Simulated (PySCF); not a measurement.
# Magnetic susceptibility: SMILES C=C[C@@]1(C)CC(=C)C1=C, C$_{9}$H$_{12}$

Cartesian coordinates in Å; atom numbers follow the order of the lines, from 1:
```xyz
21

C     2.3791    1.1578   -1.0792
C     1.1215    1.1128   -0.6794
C     0.4809    0.0467    0.1516
C     1.4209   -1.0733    0.5726
C    -0.3807    0.6209    1.3173
C    -1.6123    0.0835    0.6318
C    -2.9032    0.1041    0.9215
C    -0.8196   -0.4559   -0.4708
C    -1.0889   -1.1129   -1.5864
H     2.7436    1.9700   -1.6856
H     3.0999    0.4003   -0.8259
H     0.4400    1.9038   -0.9710
H     0.8749   -1.8154    1.1520
H     1.8410   -1.5653   -0.3016
H     2.2302   -0.6800    1.1843
H    -0.3507    1.7056    1.4128
H    -0.1703    0.1766    2.2889
H    -3.6327   -0.3528    0.2747
H    -3.2755    0.5774    1.8149
H    -2.0974   -1.3827   -1.8523
H    -0.3095   -1.4040   -2.2707
```

Computed, not measured: GIAO KT3/pcSseg-1 magnetisability, rotational g tensor and spin-rotation constants, non-relativistic, gas phase in PySCF. Geometry: GFN2-xTB.

(1) What are the magnetisability and the molar susceptibility?

(2) Split it along the inertial axes a, b, c into diamagnetic and paramagnetic parts about the centre of mass, with the quadrupole moment.

(3) And the rotational g tensor?

Results:

(1) Isotropic -1293 × 10⁻³⁰ J/T², or -77.9 × 10⁻⁶ cm³/mol; principal values -1343, -1336, -1200 × 10⁻³⁰ J/T², anisotropy 139 × 10⁻³⁰ J/T² (root of half the summed squared differences of the principal values). The susceptibility is in cgs units.

(2) 
```tsv
axis	χ (10⁻⁶ cm³/mol)	diamagnetic (10⁻⁶ cm³/mol)	paramagnetic (10⁻⁶ cm³/mol)	summed x² of all electrons (Å²)	quadrupole Θ (D Å)
a	-72.9	-581.1	508.1	212.0	+1.58
b	-80.2	-1141.8	1061.6	79.8	+0.75
c	-80.5	-1237.8	1157.3	57.2	-2.33
```
Anisotropies 2χaa − χbb − χcc = +14.8 and 2χbb − χaa − χcc = -7.0 × 10⁻⁶ cm³/mol. Θ is traceless in Buckingham's convention.

(3) 
```csv
axis,rotational constant (GHz),g,nuclear part,electronic part
a,2.7710,-0.0322,0.6293,-0.6615
b,1.2164,-0.0097,0.5969,-0.6067
c,1.1081,-0.0078,0.5947,-0.6025
```
Asymmetric top; isotopes 12C, 1H; no vibrational averaging.
